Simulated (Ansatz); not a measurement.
`OC(F)BCl` → `[CH]F` + `OBCl` at 700 K and 1 bar (formal loss of a carbene).

Calculated with Ansatz (gas phase, PBE0-D4/def2-TZVP geometries, no zero-point term in ΔE). CCSD(T)/CBS is the MP2 limit (def2-TZVPP, def2-QZVPP) plus CCSD(T) − MP2 in def2-TZVPP, frozen cores. This one scheme is used for every species. Each species was taken in one conformer, which may not be the lowest.

```tsv
species	CCSD(T)/CBS energy (Eh)	H − E (kJ/mol)	S (J/(mol·K))
`OC(F)BCl`	-699.41319	190.8	427.8
`[CH]F`	-138.29972	58.3	255.7
`OBCl`	-561.03999	114.9	320.4
```

H − E and S are ideal-gas, rigid-rotor, harmonic terms from PBE0-D4/def2-TZVP, for one conformer and one mirror image of each species. 1 Eh = 2625.50 kJ/mol, R = 8.31446 J/(mol·K).

Q: By hand: ΔE, ΔH, ΔS and ΔG.

A: ΔE = (-138.29972) + (-561.03999) − (-699.41319) = 0.07348 Eh = 192.9 kJ/mol. Δ(H − E) = 58.3 + 114.9 − 190.8 = -17.6, so ΔH = 175.3 kJ/mol. ΔS = 255.7 + 320.4 − 427.8 = 148.3 J/(mol·K). ΔG = 175.3 − 700 × (148.3)/1000 = 71.5 kJ/mol.

Q: By hand: the equilibrium constant, and the temperature at which ΔG would vanish if ΔH and ΔS stayed fixed.

A: log₁₀ K = −ΔG/(RT ln 10) = -5.3. ΔG = 0 at ΔH/ΔS = 1182 K.

The number of gas molecules changes by +1, which sets the sign of ΔS. A doubt of 5 kJ/mol in ΔE shifts log₁₀ K by 0.4 here. Other conformers and mirror images would add mixing entropy, several J/(mol·K) or more a flexible species. Modes under 60 cm⁻¹, often nearly free rotors, make the harmonic entropy too high. These are equilibria of isolated gas molecules and say nothing of rates. Largest T1 diagnostic: 0.018 (customary marks: 0.02 for closed shells, 0.045 for open ones).
